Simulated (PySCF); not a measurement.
The dipole of `C=CC/C(Cl)=C/CC(F)(F)F` from its density and from atomic charges.

Coordinates (GFN2-xTB, Å) and charges (e) from the PBE0/pcSseg-1 density (PySCF):

```csv
atom,x,y,z,Mulliken,IAO,Hirshfeld,ESP-fitted
C1,-3.379,-0.629,0.523,-0.1452,-0.3173,-0.1024,-0.5144
C2,-2.634,0.412,0.210,-0.2215,-0.1289,-0.0417,+0.0393
C3,-1.566,0.390,-0.847,-0.0705,-0.2670,-0.0718,-0.3243
C4,-0.230,0.679,-0.232,-0.2247,+0.0071,+0.0292,-0.0494
Cl5,-0.002,2.335,0.224,-0.0820,-0.0402,-0.0008,-0.0401
C6,0.699,-0.236,0.007,-0.0806,-0.1774,-0.0675,-0.0191
C7,2.029,0.013,0.650,-0.2163,-0.3130,-0.0972,-0.4685
C8,3.154,-0.385,-0.289,+0.7663,+0.8124,+0.2612,+0.6158
F9,3.132,0.301,-1.440,-0.2640,-0.2817,-0.0973,-0.1962
F10,3.109,-1.685,-0.619,-0.2740,-0.2895,-0.0964,-0.2062
F11,4.362,-0.175,0.258,-0.2710,-0.2863,-0.0995,-0.2033
H12,-3.272,-1.576,0.019,+0.1089,+0.1436,+0.0452,+0.2102
H13,-4.134,-0.578,1.288,+0.1210,+0.1559,+0.0492,+0.1970
H14,-2.753,1.355,0.727,+0.1228,+0.1507,+0.0385,+0.1104
H15,-1.539,-0.586,-1.331,+0.1275,+0.1529,+0.0552,+0.1616
H16,-1.787,1.153,-1.597,+0.1575,+0.1638,+0.0478,+0.1646
H17,0.509,-1.256,-0.294,+0.1119,+0.1644,+0.0500,+0.1447
H18,2.138,-0.590,1.555,+0.1654,+0.1748,+0.0582,+0.1977
H19,2.156,1.067,0.901,+0.1687,+0.1755,+0.0402,+0.1802
```

Task: Compute μ = Σ q r for each scheme (1 e·Å = 4.803 D) and compare with the dipole of the full density.

Result: The full density gives (-2.22, -0.62, 0.86) D, 2.46 D in size; dipole vectors point from the negative to the positive end.

```
    scheme     μx     μy    μz  size (D)  share of the full size (%)  angle to the full dipole (°)
  Mulliken  -2.88  -1.18  1.39      3.42                         139                             7
       IAO  -2.98  -0.02  1.55      3.36                         137                            16
 Hirshfeld  -1.39   0.11  0.39      1.44                          59                            20
ESP-fitted  -2.28  -0.65  0.86      2.52                         102                             1
```

Task: Which set comes closest?

Result: Length of the difference vector: ESP-fitted 0.06 D, Mulliken 1.02 D, IAO 1.20 D, Hirshfeld 1.21 D. Closest: ESP-fitted. ESP charges are fitted to the potential around the molecule, whose slowest-falling term is the dipole's. The schemes that divide the density aren't constrained to reproduce the dipole.

Task: What is left for the Hirshfeld atoms' own dipoles?

Result: The shares of the density sum to the whole, so what Σ q r misses lies in dipoles about the nuclei. The atomic dipoles sum to (-2.22, -0.62, 0.86) − (-1.39, 0.11, 0.39) = (-0.83, -0.73, 0.47) D, 1.21 D in size.

Task: With the origin at the mean of the coordinates, (-0.001, 0.000, -0.015) Å, which are the largest single terms, by size, of the Hirshfeld dipole along the direction of the full one?

Result: C8 -3.57, F11 +1.81, C1 -1.67, F9 +1.59, F10 +1.20 D; all 19 atoms together +1.36 D. The single terms depend on the origin, their sum doesn't.

Task: Give the size of the full dipole in other units.

Result: 2.46 D = 0.968 au = 0.512 e·Å = 8.21 × 10⁻³⁰ C·m.

Isolated species at its GFN2-xTB geometry (one conformer only).

Shape of the structure used: `[CH2:1]=[CH:2][CH2:3]/[C:4]([Cl:5])=[CH:6]/[CH2:7][C:8]([F:9])([F:10])[F:11]`: C1–C2–C3–C4 -118°, C2–C3–C4–Cl5 -73°, C4–C6–C7–C8 -120°, C6–C7–C8–F9 60°.
